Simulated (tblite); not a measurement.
Compound: C₃H₁₀O₂Si₃.
SMILES with atom numbers: `[CH:1]#[C:2][CH2:3][SiH2:4][O:5][SiH2:6][O:7][SiH3:8]` (hydrogens: H9 on C1; H10, H11 on C3; H12, H13 on Si4; H14, H15 on Si6; H16, H17, H18 on Si8)

Computed geometry: GFN2-xTB, gas phase.

Q: What internal coordinates does the optimisation give?

A: 
```csv
bond,length (Å),order
C1≡C2,1.197,triple
C2–C3,1.440,single
C3–Si4,1.911,single
Si4–O5,1.624,single
O5–Si6,1.617,single
Si6–O7,1.616,single
O7–Si8,1.619,single
C1–H9,1.049,single
"C3–H10, C3–H11",1.094,single
"Si4–H12, Si4–H13",1.463,single
"Si6–H14, Si6–H15",1.454,single
"Si8–H16, Si8–H17, Si8–H18",1.463,single
```

Bonds in one row agree within 0.01 Å and their mean is given. Orders are formal, as drawn. A selection of angles:
```csv
angle,degrees
C1–C2–C3,179.4
C2–C3–Si4,113.0
C3–Si4–O5,108.5
Si4–O5–Si6,152.2
O5–Si6–O7,110.8
Si6–O7–Si8,154.3
```

Torsions: C2–C3–Si4–O5 180° (antiperiplanar); C3–Si4–O5–Si6 -53° (synclinal); Si4–O5–Si6–O7 -5° (synperiplanar); O5–Si6–O7–Si8 2° (synperiplanar). The mirror-image conformer, all signs reversed, is as good.

The C–C distances run from 1.197 Å (C1≡C2, drawn triple) to 1.440 Å (C2–C3, drawn single), a spread of 0.243 Å. Si6 (oxygen-bound silicon) is distorted tetrahedral (angles from 106.8° to 118.2°). Si4 (oxygen-bound silicon) is distorted tetrahedral (angles from 103.2° to 113.1°). O7 (siloxane oxygen) is bent (angle 154.3°). Si8 (oxygen-bound silicon) is distorted tetrahedral (angles from 104.0° to 112.5°). Of the pairs four or more bonds apart, Si8···H10 is among the closest relative to their van der Waals radii: 3.15 Å, 96 % of the sum of Bondi's values.

Point group: C1 (no symmetry element, even within 0.4 Å). Its GFN2-xTB frequencies are all real (lowest 28 cm⁻¹). The numbers are those of one conformer.
